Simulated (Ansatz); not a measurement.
Molecule: C3H9FSi, net charge 0, singlet state. 
Structure (B3LYP-D3(BJ)/def2-TZVP (Ansatz, a first-principles code) minimum search):
SMILES: C[Si](C)(C)F
```xyz
14

C     -0.9203     1.3841    -0.8266
Si     0.0050     0.0086     0.0273
C      1.6628    -0.2998    -0.7689
C     -1.0136    -1.5509     0.1162
F      0.2838     0.4885     1.5487
H     -1.1390     1.1182    -1.8639
H     -1.8692     1.5902    -0.3271
H     -0.3362     2.3067    -0.8340
H      2.2181    -1.0743    -0.2357
H      1.5403    -0.6284    -1.8040
H      2.2715     0.6068    -0.7757
H     -1.2358    -1.9261    -0.8860
H     -1.9634    -1.3728     0.6247
H     -0.4838    -2.3373     0.6578
```

Basis-set convergence of Hartree-Fock and CCSD(T) correlation energies (hartree) with Ansatz. Valence correlation only, unless marked. Spin-orbit coupling is left out. Non-relativistic.

```
basis        functions       E(HF)  E(corr, CCSD(T))
-----------  ---------  ----------  ----------------
cc-pV(D+d)Z        124  -507.33305          -0.80314
cc-pV(T+d)Z        285  -507.42588          -0.99554
cc-pV(Q+d)Z        554  -507.44659          -1.05710
```

Extrapolating the two largest sets (X = 3 and 4) as X^-3: E(corr) = (64·(-1.05710) - 27·(-0.99554))/37 = -1.1020 Eh, an estimate of the basis-set limit. The largest set recovers 95.9 % of it, the smallest 72.9 %.
